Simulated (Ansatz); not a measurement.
Cartesian coordinates in Å:
```
C 0.469 1.541 -1.023
C -0.085 0.190 -1.412
Se 0.767 -1.302 -0.463
B -0.170 -1.149 1.250
O -1.135 -0.205 1.406
O 0.117 -1.978 2.296
H 1.545 1.596 -1.201
H -0.014 2.329 -1.609
H 0.286 1.746 0.033
H -1.153 0.116 -1.214
H 0.084 -0.029 -2.468
H -1.525 -0.239 2.285
H 0.811 -2.617 2.122
```

The species carries charge 0 and has multiplicity 1.

Q: List the r2SCAN/def2-TZVPP orbital energies in eV (the Gaussian-basis code of Ansatz). (Best estimate.)

A: Computed: Occupied: -12333.61, -1574.26, -1411.51, -1411.47, -1411.44, -516.31, -516.21, -273.82, -272.83, -210.38, -181.95, -153.85, -153.72, -153.59, -54.20, -54.18, -54.08, -53.98, -53.97, -27.59, -26.73, -20.38, -17.70, -15.47, -14.61, -14.00, -11.63, -11.07, -10.43, -10.00, -9.69, -9.42, -8.95, -8.20, -8.04, -7.36, -5.69. Lowest empty: -0.32, 0.56, 0.66, 1.81, 2.08, 2.37, 2.71, 2.72.
